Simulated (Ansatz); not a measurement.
Geometry optimisation, RKS PBE0-D4/cc-pVDZ in Ansatz 0.2.0.

The input (input.yaml):

```yaml
crystal:
  periodic: [false, false, false]
  atoms:
    - { symbol: Al, position_ang: [0.055848, -0.274142, -0.032924] }
    - { symbol: Cl, position_ang: [-0.058151, -0.478486, 2.164212] }
    - { symbol: H, position_ang: [1.447437, -0.080195, -0.727102] }
    - { symbol: O, position_ang: [-1.381152, -0.538659, -0.932282] }
    - { symbol: H, position_ang: [-2.229949, -0.681833, -0.502779] }
    - { symbol: F, position_ang: [-0.258504, 2.428389, 0.902019] }
    - { symbol: H, position_ang: [-0.252129, 2.048826, 1.748155] }
basis:
  gaussian: { orbitals: cc-pVDZ }
hamiltonian:
  xc: pbe0
  dispersion: d4
relax:
  f_tol: 0.03
  max_steps: 50
```

Run as:

```bash
$ ansatz run input.yaml --threads 2 --pin off --max-ram 3072MiB --backend cpu --events-out ev --progress --plain --runs-dir out
```

Question: Where does it end, and by what steps?

Answer: The forces met the threshold. After 8 steps the energy has fallen by 0.374 eV; F6 moved furthest, 0.51 Å. Joined: Al1–F6 (2.88 → 2.06 Å).

```tsv
step	energy less start (eV)	largest force component (eV/Å)	accepted
0	0.0000	0.767	yes
1	-0.1426	0.472	yes
2	-0.2982	0.796	yes
3	-0.3200	0.777	yes
4	-0.3653	0.117	yes
5	-0.3692	0.059	yes
6	-0.3725	0.071	yes
7	-0.3737	0.039	yes
8	-0.3741	0.023	yes
```

```xyz
7
Properties=species:S:1:pos:R:3
Al 0.034 0.021 0.045
Cl -0.066 -0.327 2.227
H 1.452 0.067 -0.628
O -1.376 -0.384 -0.857
H -2.209 -0.603 -0.432
F -0.246 1.968 0.674
H -0.265 1.682 1.590
```

Whether the end is a true minimum wasn't checked by a vibrational analysis.

Time of the run: 24 s on 2 threads of Intel(R) Xeon(R) Platinum 8259CL CPU @ 2.50GHz (Skylake/Cascade Lake) (shared host), peak memory 0.17 GiB.
